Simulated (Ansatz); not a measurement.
Compare A (`F[SiH]([SiH3])[SiH2]Cl`) with its isomer B (`F[SiH](Cl)[SiH2][SiH3]`).

Computed with Ansatz on PBE0-D4/def2-TZVP structures; ΔE is electronic, products minus reactants. CBS: MP2 limit from def2 TZ/QZ plus the TZ coupled-cluster correction, frozen cores. Functionals use def2-TZVPP. One conformer a species, not always the lowest.

A:

```xyz
11

F     1.497   -0.249    1.835
Si    0.382    0.376    0.852
Si   -1.471   -1.056    0.726
Si    1.306    0.713   -1.278
Cl   -0.277    1.399   -2.416
H    -0.020    1.698    1.407
H    -1.967   -1.373    2.092
H    -1.093   -2.318    0.037
H    -2.543   -0.376   -0.045
H     1.802   -0.545   -1.890
H     2.383    1.734   -1.320
```

B:

Z-matrix (Å, degrees):
```
Si
Cl 1 2.048
Si 1 2.337 2 110.6
F 1 1.598 2 107.8 3 -119.4
H 1 1.482 2 107.3 3 125.6
Si 3 2.340 1 110.0 2 -173.3
H 3 1.488 1 108.6 2 -51.5
H 3 1.489 1 107.3 2 66.4
H 6 1.486 3 109.6 1 62.9
H 6 1.487 3 110.5 1 -176.6
H 6 1.487 3 109.3 1 -56.6
```

Q: Which is lower in electronic energy at CCSD(T)/CBS, and by how much? (An estimate is asked.)

A: Ansatz gave: B, by 25.2 kJ/mol.

Q: Give E(B) − E(A) in kJ/mol with B2PLYP, ωB97M-V, PBE-D4, HF/def2-TZVPP, MP2/def2-TZVPP, r2SCAN-D4, CCSD/def2-TZVPP. (Estimate.)

A: The calculation gave: B2PLYP -25.3, ωB97M-V -25.5, PBE-D4 -25.3, HF/def2-TZVPP -22.4, MP2/def2-TZVPP -27.1, r2SCAN-D4 -27.4, CCSD/def2-TZVPP -25.9. None reverses the order clearly.

Largest T1 diagnostic: 0.012.

In def2-TZVPP, CCSD(T) changes the Hartree–Fock value by −4.4 kJ/mol (the triples alone add −0.8 kJ/mol) and MP2 by −4.7 kJ/mol.
